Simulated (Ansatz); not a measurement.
Cost and result for the atomization energy of C2H7BOSe, SMILES `B[Se]C(C)O` (12 atoms, 11 bonds).

```xyz
12

B     1.8731    0.8988   -1.3257
Se    1.3387    0.6158    0.4611
C    -0.5381   -0.0258    0.1876
C    -0.7954   -1.2449    1.0305
O    -1.4566    0.9558    0.5466
H     1.1168    0.6581   -2.2188
H     2.9731    1.3173   -1.5117
H    -0.5773   -0.2561   -0.8819
H    -0.6709   -1.0127    2.0899
H    -0.1131   -2.0519    0.7632
H    -1.8233   -1.5809    0.8729
H    -1.3271    1.7264   -0.0138
```

Total charge 0; spin multiplicity 1. Correlated methods include outer-core shells of Se, which these sets cover unevenly. Scalar relativity is left out up to krypton. All single points use the PBE0-D4/def2-TZVP geometry. It is one conformer, not always the lowest. Program: Ansatz. All runs use 4 threads of an Arm Neoverse V1 on a shared host. Times are those of one run each, without the atoms' runs, and a repeat can differ threefold. Electronic energies, without spin–orbit coupling; frozen cores. CCSD(T)/CBS adds CCSD(T) − MP2 in def2-TZVPP to the MP2 limit, and its time is that of the two runs behind it. T1 = 0.013. With those shells the extrapolation isn't a true limit. B3LYP takes the VWN-RPA correlation (the form of Gaussian; ORCA's B3LYP/G).

CCSD(T)/CBS is a level of theory with its own doubt, some kJ/mol a heavy atom from the limit and from the frozen cores, so smaller differences don't rank the functionals.

```csv
level,functions,wall time,atomization (kcal/mol),difference from CCSD(T)/CBS,per bond
PBE-D4/def2-TZVPP (with forces),270,3.1 s,1070.5,23.2,2.1
PBE0-D4/def2-TZVPP,270,3.7 s,1051.4,4.1,0.4
r2SCAN-D4/def2-TZVPP (with forces),270,6 s,1052.9,5.6,0.5
B3LYP-D4/def2-TZVPP (with forces),270,6 s,1046.9,-0.4,0.0
B2PLYP/def2-TZVPP,270,7.5 s,1035.8,-11.5,-1.0
ωB97X-V/def2-TZVPP,270,10 s,1047.4,0.1,0.0
ωB97M-V/def2-TZVPP (with forces),270,15 s,1047.4,0.1,0.0
MP2/def2-QZVPP,527,34 s,1052.9,5.6,0.5
CCSD(T)/def2-TZVPP,270,5.7 min,1021.7,-25.6,-2.3
CCSD(T)/CBS(def2),–,6.3 min,1047.3,0.0,0.0
```

From PBE to PBE0 (25 % exact exchange), in def2-TZVPP and without D4, the atomization energy moves by −18.2 kcal/mol: exact exchange takes away binding that semilocal exchange gives to molecules. The D4 term adds +9.5 kcal/mol with B3LYP and +5.0 kcal/mol with PBE0; it sums over pairs of atoms, weighted by their polarisabilities, and B3LYP, whose exchange is more repulsive, gets the larger term. In def2-TZVPP, CCSD(T) changes the Hartree–Fock value by +259.5 kcal/mol (the triples alone add +16.2 kcal/mol) and MP2 by +275.9 kcal/mol; breaking electron pairs costs correlation energy, which Hartree–Fock lacks.
